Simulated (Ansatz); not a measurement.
Li₈S₄. Charge 0, multiplicity 1. Geometry PBE0-D4/def2-SVP, basis def2-TZVP, Ansatz.

Cartesian coordinates in Å:
```
Li 0.0462 1.0685 -0.7495
Li -2.5382 0.7780 -1.1127
Li 0.4766 -0.5285 -2.7890
Li 2.5343 -0.7759 1.1085
Li -0.4773 0.5293 2.7830
Li -0.0495 -1.0754 0.7492
Li -0.9549 2.8838 -3.9650
Li 0.9683 -2.8743 3.9813
S 1.1875 -1.0455 2.9504
S 1.6192 -0.7069 -0.9042
S -1.1872 1.0479 -2.9516
S -1.6252 0.6990 0.8997
```

```json
{"run": "A", "HOMO (eV)": "-7.05", "LUMO (eV)": "0.05"}
{"run": "B", "HOMO (eV)": "-3.60", "LUMO (eV)": "-1.68"}
{"run": "C", "HOMO (eV)": "-4.59", "LUMO (eV)": "-1.16"}
{"run": "D", "HOMO (eV)": "-3.74", "LUMO (eV)": "-1.02"}
{"run": "E", "HOMO (eV)": "-4.38", "LUMO (eV)": "-1.43"}
```

LC-ωPBE has ω = 0.4 bohr⁻¹. B3LYP takes the VWN-RPA correlation. Another isomer (singlet) lies 1.44 eV lower at PBE0-D4/def2-TZVP; other spin states weren't run for this one.

Problem. The runs used B3LYP, LC-ωPBE, PBE, PBE0, r2SCAN. Estimate which is which.

Solution. A LC-ωPBE (range-separated); B PBE (0 % exact exchange); C PBE0 (25 % exact exchange); D r2SCAN (0 % exact exchange); E B3LYP (20 % exact exchange). Exact exchange lowers occupied and raises empty levels; among semilocal functionals meta-GGAs tend to open the gap a little, and such runs are hard to tell apart. The gap grows from 1.92 eV (PBE) to 7.10 eV (LC-ωPBE).
